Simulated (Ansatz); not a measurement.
## Nudged elastic band run: CH6BFSi

input.yaml

```yaml
crystal:
  periodic: [false, false, false]
  atoms:
    - { symbol: F, position_ang: [-2.4216, -0.029645, 0.348046] }
    - { symbol: B, position_ang: [-1.239924, 0.266892, 0.882162] }
    - { symbol: C, position_ang: [-0.091648, 0.791963, -0.017017] }
    - { symbol: Si, position_ang: [0.969387, -0.664265, -0.603909] }
    - { symbol: H, position_ang: [-1.118413, 0.058626, 2.059933] }
    - { symbol: H, position_ang: [0.581484, 1.457864, 0.536019] }
    - { symbol: H, position_ang: [-0.462522, 1.305195, -0.912474] }
    - { symbol: H, position_ang: [0.152243, -1.612598, -1.410106] }
    - { symbol: H, position_ang: [2.097176, -0.172538, -1.443826] }
    - { symbol: H, position_ang: [1.533806, -1.401495, 0.561181] }
basis:
  gaussian: { orbitals: "6-31G*" }
hamiltonian:
  xc: pbe0
  dispersion: d4
neb:
  order_check: false
  images: 1
  f_tol: 0.05
  max_iterations: 60
  initial_path: idpp
  climbing: true
  final_atoms:
    - { symbol: F, position_ang: [-2.36723866, 0.56042969, -0.29962602] }
    - { symbol: B, position_ang: [-1.40496069, 0.29463884, 0.57942092] }
    - { symbol: C, position_ang: [0.05289453, 0.73666049, 0.29139485] }
    - { symbol: Si, position_ang: [0.99167884, -0.66680916, -0.56872425] }
    - { symbol: H, position_ang: [-1.72900664, -0.33017622, 1.55390383] }
    - { symbol: H, position_ang: [0.59952556, 0.94692329, 1.21851314] }
    - { symbol: H, position_ang: [0.1012567, 1.61130991, -0.36858777] }
    - { symbol: H, position_ang: [1.00348833, -1.88587103, 0.28741049] }
    - { symbol: H, position_ang: [0.35119997, -1.00908178, -1.86870281] }
    - { symbol: H, position_ang: [2.40115107, -0.25802501, -0.82499337] }
```

Launched with:

```bash
$ ansatz run input.yaml --threads 1 --pin off --max-ram 2048MiB --backend cpu --events-out ev --progress --plain --runs-dir out
```

Output, in part (warnings, iteration lines, the closing report on the highest movable image, with atoms numbered from 0):

```
NEB end point (image 0): max|allowed force component| = 6.974e-3 eV/Å (the criterion of neb.relax_end_points is 1.000e-2)
NEB end point (image 2): max|allowed force component| = 9.264e-3 eV/Å (the criterion of neb.relax_end_points is 1.000e-2)
NEB iter   1: max|band force component| = 1.041e0 eV/Å  barrier→ = 0.1317 eV  barrier← = 0.1316 eV  Δτ_max = 0.1724 Å  (70 SCF iters)
NEB iter   2: max|band force component| = 2.078e-1 eV/Å  barrier→ = 0.0536 eV  barrier← = 0.0536 eV  CI = image 1  Δτ_max = 0.0327 Å  (24 SCF iters)
NEB iter   3: max|band force component| = 9.856e-2 eV/Å  barrier→ = 0.0457 eV  barrier← = 0.0457 eV  CI = image 1  Δτ_max = 0.0444 Å  (25 SCF iters)
NEB iter   4: max|band force component| = 2.364e-1 eV/Å  barrier→ = 0.0461 eV  barrier← = 0.0461 eV  CI = image 1  Δτ_max = 0.0192 Å  (24 SCF iters)
NEB iter   5: max|band force component| = 3.485e-2 eV/Å  barrier→ = 0.0432 eV  barrier← = 0.0431 eV  CI = image 1  Δτ_max = 0.0000 Å  (49 SCF iters)
Total energy: -12398.25120350 eV, -455.6273278921 hartree
Atom 0 at    -2.340321     0.437179    -0.459898 Å, force    -0.004411     0.003464    -0.020907 eV/Å
Atom 1 at    -1.416652     0.306013     0.488686 Å, force     0.005146    -0.016871     0.010082 eV/Å
Atom 2 at     0.033280     0.789893     0.231123 Å, force     0.002557     0.007600     0.004596 eV/Å
Atom 3 at     1.018639    -0.690298    -0.456952 Å, force    -0.030800     0.034833     0.018019 eV/Å
Atom 4 at    -1.765613    -0.242847     1.499886 Å, force     0.010136    -0.002035     0.002615 eV/Å
Atom 5 at     0.526442     1.111686     1.153977 Å, force     0.007725    -0.014345     0.000285 eV/Å
Atom 6 at     0.078791     1.598459    -0.506414 Å, force     0.004575    -0.008026    -0.012012 eV/Å
Atom 7 at     0.154858    -1.895857    -0.604290 Å, force    -0.021916    -0.011091     0.001975 eV/Å
Atom 8 at     1.571094    -0.366118    -1.798802 Å, force     0.004958     0.010656    -0.030283 eV/Å
Atom 9 at     2.139471    -1.048112     0.452693 Å, force     0.022031    -0.004184     0.025630 eV/Å
Dipole moment:     0.209830     0.133078     0.092677 e Å
```

The forces met the threshold. Another band between the same ends (7 images) ends at a top of the same energy, where a vibrational analysis finds 1 clearly imaginary mode. So few images can step over the top or miss a turn of the path.

Final band (atoms are numbered from 1 in the order of the input):

| image | path coordinate (Å) | energy (kJ/mol) | dihedral B2–C3–Si4–H8 (°) |
| --- | --- | --- | --- |
| 0 | 0.00 | 0.0 | 61 |
| 1 | 2.02 | 4.2 | 2 |
| 2 | 4.08 | 0.0 | -59 |

Run time: 48 s on 1 thread of AMD EPYC (Zen 3), with other jobs on the host, peak memory 0.16 GiB.
